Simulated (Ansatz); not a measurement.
```yaml
crystal:
  periodic: [false, false, false]
  atoms:
    - {symbol: C, position_ang: [-0.708806, 0.271305, -0.357525]}
    - {symbol: C, position_ang: [-0.102445, -1.142085, -0.473432]}
    - {symbol: S, position_ang: [1.169414, -1.170939, 0.875224]}
    - {symbol: Si, position_ang: [0.674939, 0.903137, 0.746107]}
    - {symbol: H, position_ang: [-0.872890, 0.762370, -1.317144]}
    - {symbol: H, position_ang: [-1.657027, 0.247663, 0.182869]}
    - {symbol: H, position_ang: [-0.819404, -1.948677, -0.319703]}
    - {symbol: H, position_ang: [0.396547, -1.296862, -1.429905]}
    - {symbol: H, position_ang: [0.304589, 1.571733, 2.022117]}
    - {symbol: H, position_ang: [1.698082, 1.751254, 0.074292]}
basis:
  gaussian: {orbitals: def2-mTZVPP}
magnetization: {spin_polarized: true, initial_magnetization: 1}
hamiltonian: {xc: {name: PBEsol}, dispersion: d4}
accuracy: high
output: {forces: true}
```

```sh
$ ansatz run in.yaml --threads 2 --pin off --events-out ev --progress --plain --max-ram 4352MiB
```

Output, abridged:

```
Error: a molecule whose nuclei and cores have a total charge of 48 cannot have a net charge of 0 together with 1 unpaired electrons
```

In this input the number of unpaired electrons doesn't fit the electron count. The input was rejected before any iteration.
